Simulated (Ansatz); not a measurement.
H2MgO (SMILES [OH][MgH]) moved off its minimum; all values from Ansatz (a program for electronic structure), cores frozen in correlated methods.
(charge 0, multiplicity 1)
```xyz
4

Mg     0.0123    -0.0073    -0.6877
H     -0.0290     0.0136    -2.3724
O     -0.0093    -0.0133     1.0878
H     -0.0394    -0.0020     2.0049
```

Forces at B3LYP/def2-TZVPP (eV/Å):

```
atom      Fx      Fy      Fz
----  ------  ------  ------
Mg1   -0.044   0.011   0.243
H2     0.023  -0.007   0.004
O3     0.077  -0.025  -2.153
H4    -0.056   0.021   1.906
```

Task: Give the forces (eV/Å), the total energy and the dipole at CCSD(T)/def2-TZVPPD.

Result: 
| atom | Fx | Fy | Fz |
|---|---|---|---|
| Mg1 | -0.039 | 0.010 | 0.129 |
| H2 | 0.021 | -0.005 | -0.109 |
| O3 | 0.074 | -0.026 | -1.893 |
| H4 | -0.055 | 0.021 | 1.874 |
Energy -276.0101 hartree, dipole 0.47 D.
